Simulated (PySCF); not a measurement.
**ScH₂⁺, singlet: molecular constants**

These are results of PBE0 in PySCF with Sc def2-TZVP, H def2-TZVP; no relativity; density-fitted integrals, not measurements.

The structure is a minimum.

```xyz
3
charge 1 multiplicity 1, angstrom
Sc   -0.0434    0.0000    0.0000
H     0.9673    1.3986    0.0000
H     0.9673   -1.3986    0.0000
```

```
Point group                                                                   : C2v
Bond lengths                                                                  : Sc–H 1.726 Å (×2)
Bond angles                                                                   : H–Sc–H 108.3°
Dipole moment about the centre of mass                                        : 3.72 D
Highest occupied level                                                        : -13.86 eV
Rotational symmetry number                                                    : 2
Enthalpy at 298.15 K above 0 K                                                : 10.50 kJ/mol
Zero-point energy                                                             : 24.0 kJ/mol
Heat capacity Cp at 298.15 K                                                  : 38.7 J/(mol K)
Principal quadrupole moments (Buckingham, traceless) about the centre of mass : -5.49, 0.46, 5.03 D Å
Principal polarisabilities                                                    : 15.8, 24.3, 41.8 bohr³
Entropy at 298.15 K and 1 bar                                                 : 218.3 J/(mol K)
Lowest empty level                                                            : -8.61 eV
Rotational constants                                                          : 8.555, 4.276, 2.851 cm⁻¹
```

Harmonic modes (masses in u: Sc 44.956, H 1.008):
| symmetry | ω (cm⁻¹) | IR (km/mol) |
| --- | --- | --- |
| a1 | 505 | 78.9 |
| b2 | 1736 | 285 |
| a1 | 1778 | 38.1 |

In C2v the vibrations span 2a1 + b2. Here b1 is antisymmetric to the molecular plane and b2 lies in it.

Charges (e):
```json
{"atom": "Sc1", "Mulliken": "0.97", "Löwdin": "1.10", "polar tensor": "1.66", "Mayer order to Sc1": "–"}
{"atom": "H2,3", "Mulliken": "0.02", "Löwdin": "-0.05", "polar tensor": "-0.33", "Mayer order to Sc1": "1.00"}
```

Mulliken populations on Sc1: s 6.57, p 12.26, d 1.19, f 0.01.

Formally Sc is in oxidation state +3, d0. A d0 centre has no lone pair, yet it is C2v rather than linear: covalent bonding through the d orbitals favours lower symmetry. The polar-tensor charge on Sc, 1.66, is far below the formal one.

Stability towards spin polarisation was not tested. This need not be the most stable arrangement of these atoms.

The final relaxation and frequency run took 9.8 s on 2 threads of a shared Arm Neoverse N1 host, with 57 basis functions and 8 gradients; the process peaked at 0.61 GiB. Launch command: `OMP_NUM_THREADS=2 python axn.py task.json out`.
